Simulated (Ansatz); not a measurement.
`C#C[SiH2]C(=O)O` + H₂ → `C#C[SiH3]` + `O=CO` at 400 K and 1 bar (hydrogenolysis of the Si–C bond).

Gas-phase electronic energies from Ansatz, PBE0-D4/def2-TZVP geometries. CCSD(T)/CBS is the MP2 limit (def2-TZVPP, def2-QZVPP) plus CCSD(T) − MP2 in def2-TZVPP, frozen cores. This one scheme is used for every species. One conformer a species, not always the lowest.

```tsv
species	CCSD(T)/CBS energy (Eh)	H − E (kJ/mol)	S (J/(mol·K))
`C#C[SiH2]C(=O)O`	-555.93510	193.7	398.5
H₂	-1.17544	38.0	139.0
`C#C[SiH3]`	-367.52081	136.8	291.4
`O=CO`	-189.60296	105.1	262.3
```

H − E and S are ideal-gas, rigid-rotor, harmonic terms from PBE0-D4/def2-TZVP, for one conformer and one mirror image of each species. The MP2-based limit puts H₂ 0.8 mEh under its directly extrapolated value; such offsets cancel only in part. 1 Eh = 2625.50 kJ/mol, R = 8.31446 J/(mol·K).

Question: By hand: ΔE, ΔH, ΔS and ΔG.

Answer: ΔE = (-367.52081) + (-189.60296) − (-555.93510) − (-1.17544) = -0.01323 Eh = -34.7 kJ/mol. Δ(H − E) = 136.8 + 105.1 − 193.7 − 38.0 = 10.2, so ΔH = -24.5 kJ/mol. ΔS = 291.4 + 262.3 − 398.5 − 139.0 = 16.2 J/(mol·K). ΔG = -24.5 − 400 × (16.2)/1000 = -31.0 kJ/mol.

Question: By hand: the equilibrium constant, and the temperature at which ΔG would vanish if ΔH and ΔS stayed fixed.

Answer: log₁₀ K = −ΔG/(RT ln 10) = 4.0. ΔH and −TΔS have one sign here, so there is no such temperature.

ΔH outweighs TΔS. A doubt of 5 kJ/mol in ΔE shifts log₁₀ K by 0.7 here. Other conformers and mirror images would add mixing entropy, several J/(mol·K) or more a flexible species. Modes under 60 cm⁻¹, often nearly free rotors, make the harmonic entropy too high. These are equilibria of isolated gas molecules and say nothing of rates. Largest T1 diagnostic: 0.016 (customary marks: 0.02 for closed shells, 0.045 for open ones).
